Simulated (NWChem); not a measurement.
Species: MoSiH8; SMILES [SiH3][MoH5]

```xyz
10

Mo     0.4068    -0.8129    -0.0065
H     -0.0645    -1.5574    -1.4361
H      0.0330    -1.5679     1.4466
H     -0.8525    -0.1644    -0.8391
H     -0.7944    -0.1722     0.9133
H      1.7547     0.1943    -0.0497
Si    -0.0358     1.5879     0.0189
H      0.6627     2.1875     1.2122
H     -1.4487     2.0867     0.0706
H      0.5785     2.2014    -1.2129
```
Atoms are numbered in this order, from 1.

Level: PBE0/def2-SVP with def2 effective core potentials on Mo (NWChem), optimised geometry, unscaled harmonic frequencies. def2 effective core potentials on Mo; no spin-orbit coupling.

Question: List the harmonic frequencies with IR intensities, and the thermochemistry.

Answer: 
```tsv
frequency (cm⁻¹)	IR intensity (km/mol)
257	0.1
350	3.4
353	5.8
415	36.5
564	10.3
576	130.3
706	26.3
745	11.8
817	1.1
840	14.4
886	178.9
890	39.1
907	137.3
948	182.0
970	28.3
1044	54.2
1962	122.2
1966	183.7
1969	159.0
2059	14.0
2082	29.2
2156	90.8
2162	130.1
2201	123.2
```

| Property | Result |
|---|---|
| zero-point energy | 39.8 kcal/mol |
| thermal correction to the enthalpy at 298.15 K (with zero-point energy) | 43.7 kcal/mol |
| heat capacity Cv | 20.0 cal/(mol K) |
| entropy at 298.15 K and 1 atm (symmetry number 1) | 72.6 cal/(mol K) |

Rigid rotor and harmonic oscillator.
